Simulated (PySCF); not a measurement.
# Finite-field polarisability of Fe (iron, neutral)

[Ar] 3d6 4s2, high-spin 5D determinant. Calculation: PySCF 2.14, in aug-cc-pVDZ-DK (7s6p4d2f, 59 functions); the spin-free X2C one-electron Hamiltonian (Gaussian nucleus). Frozen: [Ar]. Energy changes in a uniform field (μhartree):

```
axis  F (au)        HF       MP2      CCSD   CCSD(T)
   x  0.0016  -103.199   -59.358   -78.656   -77.204
   x  0.0032  -413.314  -238.120  -314.896  -309.067
   z  0.0015   -94.498   -42.878   -71.324   -70.244
   z   0.003  -378.322  -173.884  -285.545  -281.190
```

By symmetry the remaining axis equals x.

(1) Derive α along x at CCSD(T) from the two fields.

(2) And the mean polarisability at each level?

A double-zeta set is small for polarisabilities.

## Answers

(1) With ΔE = −αF²/2 − γF⁴/24, α = −(16 ΔE(F) − ΔE(2F))/(6F²) = 60.30 bohr³.

(2) The components xx, yy, zz at CCSD(T) are 60.30, 60.30, 62.42, the third axis being equal by symmetry to one of the two computed. Means: HF 81.72, MP2 43.53, CCSD 62.08, CCSD(T) 61.01 bohr³. Reference: 62 ± 4 bohr³ (recommended; Schwerdtfeger and Nagle, table of static dipole polarizabilities (2023 update)).
